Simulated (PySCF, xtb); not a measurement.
ReO2F3, SMILES [O]=[Re](=[O])([F])([F])[F], multiplicity 1.

Harmonic wavenumbers (cm⁻¹) from GFN2-xTB (xtb) at its own minimum, in rising order: 97, 252, 255, 273, 285, 329, 355, 475, 552, 569, 882, 911.

Problem. What does PBE-D3(BJ)/def2-SVP (PySCF) give at its own minimum? (Estimate from the structure and the level; the computed values follow.)

Solution. 95, 246, 265, 287, 327, 343, 361, 628, 687, 690, 991, 1016. Paired by order, the mean absolute difference is 60 cm⁻¹ and the zero-point energies are 7.5 and 8.5 kcal/mol.
